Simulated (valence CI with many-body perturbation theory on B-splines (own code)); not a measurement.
# Hyperfine factors and g values of Tl40+

Computed by relativistic CI+MBPT: five valence electrons over a frozen Dirac-Fock core [Kr], radial functions for each j: 7 s, 7 p, 8 d, 6 f, 4 g, 1 h, with the one-electron correlation potential Σ1, the two-electron term Σ2, the three-electron term Σ3, Breit, model QED; selected CI, second order for the rest (own B-spline code, finite nucleus).

The last digits are not significant, and no measured levels were compared; by estimate large intervals hold to a few tenths of a per cent, small ones and those within an open d or f shell to about a per cent. Only levels of the ground parity were solved; by the run's estimate the other parity begins above the list, which can be wrong where configurations are misplaced.

A/g_I is the dipole constant over the nuclear g factor μ/I (μ in nuclear magnetons, uniformly magnetised nucleus), B/Q the quadrupole constant per barn. Both hold the static response of the core; the bare values leave it out. Large factors of s and p1/2 electrons are usually good to 5 to 10 %; those of open d and f shells near neutrality can be off by tens of per cent, and small factors of p3/2, d and f electrons come from cancelling terms and can be off by a factor of two or in sign, in half-filled shells by more. B is blank for J = 1/2, where it vanishes, and for nearly pure S terms. Energies count from the lowest level.

Levels are named by their leading jj configuration (3d3/2^4 stands for four electrons in 3d with j = 3/2), which in mixed levels can hold well under half, so a name can repeat and another be missing. Letters in brackets count levels of one name in rising energy.

```tsv
Level	E (eV)	g	A/g_I (MHz)	A/g_I bare	B/Q (MHz/b)	B/Q bare
(4d3/2^4 4d5/2) J=5/2	0.00	1.295	12300	13100	25700	24700
(4d3/2^3 4d5/2^2) J=5/2 [a]	23.14	1.341	7020	7900	9730	9310
(4d3/2^3 4d5/2^2) J=7/2 [a]	28.35	1.167	15200	15500	30800	29700
(4d3/2^3 4d5/2^2) J=3/2 [a]	29.00	1.161	19600	19900	23900	23100
(4d3/2^3 4d5/2^2) J=11/2	29.46	1.106	20100	20200	-1840	-1950
(4d3/2^3 4d5/2^2) J=9/2	31.39	1.138	17800	18000	29300	28200
(4d3/2^3 4d5/2^2) J=5/2 [b]	32.79	1.132	18600	18800	-1460	-1370
(4d3/2^3 4d5/2^2) J=1/2	34.12	1.782	-12000	-9570		
(4d3/2^3 4d5/2^2) J=7/2 [b]	34.73	1.073	22200	22200	-33400	-32200
(4d3/2^3 4d5/2^2) J=3/2 [b]	41.85	0.795	35800	34800	-30800	-29700
(4d3/2^2 4d5/2^3) J=5/2 [a]	51.14	1.310	5440	6210	1700	1650
(4d3/2^2 4d5/2^3) J=7/2 [a]	54.88	1.214	13000	13400	-1450	-1410
(4d3/2^2 4d5/2^3) J=11/2	55.58	1.092	19700	19700	529	528
(4d3/2^2 4d5/2^3) J=9/2 [a]	56.23	1.146	16900	17100	-3080	-2990
(4d3/2^2 4d5/2^3) J=1/2 [a]	57.68	0.469	57300	55200		
(4d3/2^2 4d5/2^3) J=13/2	58.20	1.072	21300	21200	-15.0	-0.123
(4d3/2^2 4d5/2^3) J=3/2 [a]	58.66	1.173	16300	16600	629	585
(4d3/2^2 4d5/2^3) J=5/2 [b]	59.07	1.020	23900	23700	-3300	-3160
(4d3/2^2 4d5/2^3) J=9/2 [b]	61.78	1.107	19200	19200	856	829
(4d3/2^2 4d5/2^3) J=7/2 [b]	62.61	0.987	26200	25900	-1350	-1300
(4d3/2^2 4d5/2^3) J=5/2 [c]	63.20	1.052	22100	22000	3050	2920
(4d3/2^2 4d5/2^3) J=3/2 [b]	63.49	0.859	32800	32000	2360	2320
(4d3/2^2 4d5/2^3) J=1/2 [b]	65.96	1.766	-15500	-13100		
(4d3/2^2 4d5/2^3) J=7/2 [c]	66.34	1.036	23600	23500	1390	1330
(4d3/2^2 4d5/2^3) J=9/2 [c]	69.93	1.105	19300	19400	9620	9320
(4d3/2^2 4d5/2^3) J=3/2 [c]	75.91	1.186	15200	15500	-7770	-7540
(4d3/2^2 4d5/2^3) J=5/2 [d]	77.58	1.192	15000	15400	6670	6460
(4d3/2 4d5/2^4) J=5/2 [a]	83.57	1.230	8830	9320	-11400	-10900
(4d3/2 4d5/2^4) J=7/2 [a]	87.47	1.188	14600	15000	-34800	-33600
(4d3/2 4d5/2^4) J=3/2 [a]	88.64	0.992	22200	21800	-25100	-24200
(4d3/2 4d5/2^4) J=11/2	88.67	1.073	20600	20600	1450	1590
(4d3/2 4d5/2^4) J=9/2	91.33	1.117	18200	18300	-36600	-35400
(4d3/2 4d5/2^4) J=5/2 [b]	93.19	1.111	18500	18600	5650	5450
(4d3/2 4d5/2^4) J=7/2 [b]	94.56	1.014	23500	23200	38900	37600
(4d3/2 4d5/2^4) J=1/2	97.47	1.298	-5750	-5030		
(4d3/2 4d5/2^4) J=3/2 [b]	104.50	0.863	34900	34100	36800	35600
(4d5/2^5) J=5/2	119.60	1.156	14500	14700	-36200	-34900
```

Question: Take the isotope of mass number 203, with I = 1/2, μ = 1.616 μN. What is the hyperfine structure of (4d3/2^3 4d5/2^2) J=5/2 [b]?

Answer: From the table A = 60300 MHz. Shifts from the centre of gravity in MHz: F = 2: -106000, F = 3: 75400.
